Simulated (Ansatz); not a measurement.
Program: Ansatz. Geometries: PBE0-D4/def2-TZVP. ΔE: electronic, gas phase. CBS: MP2 limit from def2 TZ/QZ plus the TZ coupled-cluster correction, frozen cores. This one scheme is used for every species. Functionals use def2-TZVPP. Each species was taken in one conformer, which may not be the lowest.

`[CH3][AlH][C](=N)Cl` + `O[SiH](F)F` → `[CH3][AlH][O][SiH](F)F` + `N=CCl`  (ligand exchange at the Al–C bond)

```json
{"level": "r2SCAN", "ΔE (kcal/mol)": "-37.9"}
{"level": "SCS-MP2/def2-TZVPP", "ΔE (kcal/mol)": "-39.4"}
```

Q: What does CCSD(T)/CBS give? (An estimate is asked.)

A: Computed: -37.9 kcal/mol. The listed levels differ from it by 0.0, -1.5 kcal/mol.

Largest T1 diagnostic among the species: 0.012.

In def2-TZVPP, CCSD(T) changes the Hartree–Fock value by +4.7 kcal/mol (the triples alone add +1.1 kcal/mol) and MP2 by +4.3 kcal/mol. From PBE to PBE0 (25 % exact exchange), in def2-TZVPP and without D4, ΔE moves by −1.8 kcal/mol.

CCSD(T)/CBS has its own doubt, a few kJ/mol and more with outer-core shells, so smaller differences from it don't rank the levels.
